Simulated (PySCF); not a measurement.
C2H2F2, SMILES C=C(F)F. Atoms are numbered in the order given.

```xyz
6

C      0.0000     0.0000     1.3956
C      0.0000     0.0000     0.0595
F      0.0000     1.0867    -0.7004
F      0.0000    -1.0867    -0.7004
H      0.0000    -0.9524     1.9380
H      0.0000     0.9524     1.9380
```

Coordinates come from a PBE-D3(BJ)/def2-SVP optimisation.

Computed with PBE-D3(BJ)/def2-SVP run with PySCF.

Frequencies are harmonic and unscaled.

Task: List the normal modes with their intensities. (An estimate is asked for; the answer gives what the named calculation found.)

Result: 
```csv
mode,ν (cm⁻¹),IR (km/mol),moving atoms (share of kinetic energy)
1,426,0.7,"F 40 %, H 37 %, C 23 %"
2,544,4.2,"F 77 %, C 21 %"
3,620,0.4,"C 81 %, F 11 %"
4,690,0.0,H 96 %
5,759,72.8,"H 73 %, C 27 %"
6,916,11.7,"H 55 %, C 26 %, F 19 %"
7,930,63.6,"F 59 %, C 31 %, H 10 %"
8,1313,232.4,"C 74 %, F 20 %"
9,1333,1.7,"H 85 %, C 13 %"
10,1744,279.6,C 93 %
11,3136,7.5,H 95 %
12,3249,1.1,"H 89 %, C 11 %"
```
